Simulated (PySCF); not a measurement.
Finite-field polarisability of Rb (rubidium, neutral)

[Kr] 5s1, 2S determinant. Computed with PySCF 2.14 in ANO-RCC-VTZP, with the spin-free X2C one-electron Hamiltonian (Gaussian nucleus). Frozen: [Ar] 3d10. Energy changes in a uniform field (μhartree):

```json
{"axis": "x", "F (au)": "0.00065", "HF": "-100.851", "MP2": "-59.355", "CCSD": "-71.642", "CCSD(T)": "-68.638"}
{"axis": "x", "F (au)": "0.0013", "HF": "-401.223", "MP2": "-238.464", "CCSD": "-285.899", "CCSD(T)": "-274.099"}
```

**Question.** Derive α along x at CCSD(T) from the two fields.

**Answer.** With ΔE = −αF²/2 − γF⁴/24, α = −(16 ΔE(F) − ΔE(2F))/(6F²) = 325.1 bohr³.

**Question.** And the mean polarisability at each level?

**Answer.** HF 478.3, MP2 280.6, CCSD 339.4, CCSD(T) 325.1 bohr³. Reference: 319.8 ± 0.3 bohr³ (recommended; Schwerdtfeger and Nagle, table of static dipole polarizabilities (2023 update)).

The basis has no added diffuse functions, which lowers α.
